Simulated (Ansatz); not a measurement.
```yaml
crystal:
  periodic: [false, false, false]
  atoms:
    - {symbol: C, position_ang: [-1.275265, -0.830192, 0.931712]}
    - {symbol: O, position_ang: [-0.325472, 0.167143, 1.202808]}
    - {symbol: C, position_ang: [0.913849, -0.059254, 0.542659]}
    - {symbol: Si, position_ang: [0.809645, 0.481835, -1.274023]}
    - {symbol: O, position_ang: [-0.115535, 1.844803, -1.291679]}
    - {symbol: H, position_ang: [-1.511156, -0.899471, -0.139137]}
    - {symbol: H, position_ang: [-0.923803, -1.814493, 1.269239]}
    - {symbol: H, position_ang: [-2.183642, -0.571697, 1.476183]}
    - {symbol: H, position_ang: [1.649477, 0.570123, 1.052959]}
    - {symbol: H, position_ang: [1.242307, -1.100881, 0.669821]}
    - {symbol: H, position_ang: [0.204609, -0.569819, -2.138374]}
    - {symbol: H, position_ang: [2.164578, 0.788253, -1.801070]}
    - {symbol: H, position_ang: [-0.628992, 1.958850, -0.486497]}
basis:
  gaussian: {orbitals: STO-3G, fitting: {mean_field: def2-universal-jkfit}}
hamiltonian: {xc: {name: B2GP-PLYP}}
scf: {lower_state_search: light}
```

```sh
$ ansatz run in.yaml --threads 4 --pin off --events-out ev --progress --plain --max-ram 10444MiB
```

It prints (some lines left out):

```
Functional definition: B2GP-PLYP
576 factors; integrals over basis functions are off by at most 7.5e-3 eV
mean field evaluation 1: about -13979.9008 eV, gradient 2.7e1 eV
mean field evaluation 2: about -13979.9003 eV, gradient 2.7e1 eV
mean field evaluation 4: about -13982.2870 eV, gradient 1.2e0 eV
mean field evaluation 8: about -13982.2936 eV, gradient 1.0e-2 eV
mean field -13982.29364162 eV, -513.8398137903 hartree, gradient 2.7e-6 eV, S^2 0.000000; 0 other end points of the search recorded, 0 dependent functions left out
9 core orbitals not correlated: weight in the atoms' cores, before any rotation towards them, 1.000 or more for the frozen orbitals, at most 0.000 for the correlated occupied ones
reference -13982.29373529 eV, -513.8398172328 hartree; 16, 16 occupied and 12, 12 virtual orbitals, 576 factors
second order -6.86804881 eV of doubles, -0.00000000 eV of singles
Total energy: -13984.76623286 eV, -513.9306798427 hartree
```

Hardware: 4 threads of an Arm Neoverse V2 on a shared host. Wall time 0.55 s, peak host memory 0.52 GiB.
